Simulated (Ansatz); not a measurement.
Calculated with Ansatz (gas phase, PBE0-D4/def2-TZVP geometries, no zero-point term in ΔE). CCSD(T)/CBS adds triple-zeta CCSD(T) − MP2 to the extrapolated MP2 energy (def2 sets, frozen cores). DFT in def2-TZVPP. Each species was taken in one conformer, which may not be the lowest.

`CC(C)=N[SiH3]` + `C=CCS` → `C=CCS[SiH3]` + `CC(C)=N`  (ligand exchange at the Si–N bond)

```
        species  B2PLYP energy (Eh)
`CC(C)=N[SiH3]`          -463.77575
        `C=CCS`          -515.90966
  `C=CCS[SiH3]`          -806.51137
      `CC(C)=N`          -173.18514
```

Work out ΔE.

ΔE = (-806.51137) + (-173.18514) − (-463.77575) − (-515.90966) = -0.01110 Eh = -7.0 kcal/mol. CCSD(T)/CBS gives -8.4 kcal/mol.

Largest T1 diagnostic among the species: 0.012.

The D4 term adds −0.8 kcal/mol with B3LYP and −0.4 kcal/mol with PBE0; it sums over pairs of atoms, weighted by their polarisabilities, and B3LYP, whose exchange is more repulsive, gets the larger term. In def2-TZVPP, CCSD(T) changes the Hartree–Fock value by −2.4 kcal/mol (the triples alone add −0.4 kcal/mol) and MP2 by −2.7 kcal/mol.

B3LYP here is the variant with VWN-RPA as its local correlation; programs differ in this.
